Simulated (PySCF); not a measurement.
Isomers of C2H6OSi. All species are isolated molecules in the gas phase. One relaxed conformer stands for each flexible species; it need not be the lowest. Strings in code marks are SMILES.

All values below come from PySCF 2.14.0 with PBE-D3(BJ)/def2-TZVP // B3LYP-D3(BJ)/def2-TZVP. All candidates: neutral, multiplicity 1. Delta-SCF ions had no search for a lower state. Excitations are Tamm–Dancoff values on a coarser integration grid. The basis has no diffuse functions, so Rydberg states are missing or too high.

The S1 excitation (TDA) is 5.45 eV and the HOMO is -6.36 eV. The vertical ionisation energy (Delta-SCF) is 9.72 eV.

**Question.** Name which member has these values.
(A) `C/C=[SiH]/O` (C–Si–O–H torsion 0°)
(B) `C1C[SiH2]O1`
(C) `C[Si](C)=O`
(D) `O[SiH]1CC1` (H–O–Si–C torsion 31°)

**Answer.** B, `C1C[SiH2]O1`. The others give `C/C=[SiH]/O` (C–Si–O–H torsion 0°): 4.16 eV, -4.75 eV, 7.77 eV; `C[Si](C)=O`: 4.40 eV, -6.02 eV, 9.55 eV; `O[SiH]1CC1` (H–O–Si–C torsion 31°): 5.27 eV, -5.55 eV, 8.77 eV
